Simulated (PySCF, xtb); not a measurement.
C3F5, SMILES FC(F)=[C]C(F)(F)F, multiplicity 2.

Geometry: B3LYP-D3(BJ)/def2-SVP. The isomer is the one that the SMILES or the coordinates give; other isomers of the formula were not compared.

Method: C-PCM-PBE0/def2-SVP (PySCF 2.14.0).

The values are the electrostatic part of the solvation free energy, E(continuum) − E(gas) at the gas-phase geometry, in a cavity of scaled van der Waals radii (PySCF's table); cavitation and dispersion terms are not included. The dipole moment in vacuum is 1.09 D.

Computed values in water (ε = 78.36), cyclohexanone (ε = 15.62), tetrahydrofuran (ε = 7.43):
```
solvent              ε  ΔG(elec) (kcal/mol)  dipole (D)
---------------  -----  -------------------  ----------
water            78.36                 -1.4        1.28
cyclohexanone    15.62                 -1.3        1.27
tetrahydrofuran   7.43                 -1.2        1.25
```

For comparison, GFN2-xTB/ALPB(water) (xtb, at the GFN2-xTB geometry, all terms of that model) gives 1.5 kcal/mol.
